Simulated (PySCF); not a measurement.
# Frontier levels across methods

Species: CH9BNP.
Z-matrix (Å and degrees, PBE0-D3(BJ)/def2-SVP geometry), rows numbered from 1:
```
C 
N   1  1.4665
B   2  1.6273  1  114.86
P   3  1.9814  2  105.12  1   171.99
H   1  1.0970  2  108.55  3   -58.77
H   1  1.0972  2  108.62  3    58.54
H   1  1.1000  2  111.72  3   179.88
H   2  1.0239  1  110.85  3   121.81
H   2  1.0224  1  110.02  3  -122.34
H   3  1.2218  2  105.92  1   -63.79
H   3  1.2236  2  105.29  1    56.57
H   4  1.4290  3  101.41  2   105.32
H   4  1.4240  3   98.00  2  -158.52
```

Basis pcSseg-2 throughout (PySCF), one geometry. Isolated species at its PBE0-D3(BJ)/def2-SVP geometry (one conformer only).

Task: How do the orbital energies, the gap and the dipole change with the method?

Result: 
| method | kind | HOMO (eV) | LUMO (eV) | gap (eV) | μ (D) | SCF cycles |
| --- | --- | --- | --- | --- | --- | --- |
| BLYP | GGA | -4.87 | -1.06 | 3.81 | 5.34 | 14 |
| B97-D | GGA | -4.96 | -0.91 | 4.05 | 5.36 | 14 |
| OPBE | GGA | -4.97 | -0.89 | 4.08 | 5.33 | 14 |
| PBE | GGA | -5.02 | -1.05 | 3.97 | 5.30 | 14 |
| KT3 | GGA | -5.06 | -1.20 | 3.86 | 5.27 | 14 |
| KT2 | GGA | -5.08 | -1.06 | 4.02 | 5.21 | 14 |
| BP86 | GGA | -5.11 | -0.92 | 4.18 | 5.34 | 14 |
| LDA | LDA | -5.13 | -1.17 | 3.96 | 5.23 | 13 |
| B97-2 | global hybrid | -5.84 | -0.26 | 5.58 | 5.42 | 13 |
| B3LYP | global hybrid | -5.87 | -0.60 | 5.27 | 5.43 | 12 |
| PBE0 | global hybrid | -6.08 | -0.29 | 5.79 | 5.40 | 12 |
| mPW1PW91 | global hybrid | -6.10 | -0.30 | 5.80 | 5.42 | 12 |
| BHandHLYP | global hybrid | -7.03 | 0.26 | 7.29 | 5.51 | 12 |
| CAM-B3LYP | range-separated hybrid | -7.35 | 0.41 | 7.76 | 5.47 | 12 |
| wB97X-D | range-separated hybrid | -7.90 | 1.45 | 9.34 | 5.51 | 13 |
| HF | Hartree–Fock | -8.52 | 1.94 | 10.47 | 5.66 | 10 |
| LC-wPBE | range-separated hybrid | -8.68 | 1.60 | 10.27 | 5.50 | 13 |

The HOMO spans 3.81 eV, from BLYP down to LC-wPBE, and the gap runs from 3.81 eV (BLYP) to 10.47 eV (HF). Over the methods BLYP (0 %), B97-D (0 %), OPBE (0 %), PBE (0 %), KT3 (0 %), KT2 (0 %), BP86 (0 %), LDA (0 %), B97-2 (21 %), B3LYP (20 %), PBE0 (25 %), mPW1PW91 (25 %), BHandHLYP (50 %), HF (100 %), a straight line through the gap against the share of exact exchange rises by 0.65 eV for each 10 % (correlation coefficient 0.998). The dipole ranges from 5.21 D (KT2) to 5.66 D (HF). This basis has no diffuse functions.
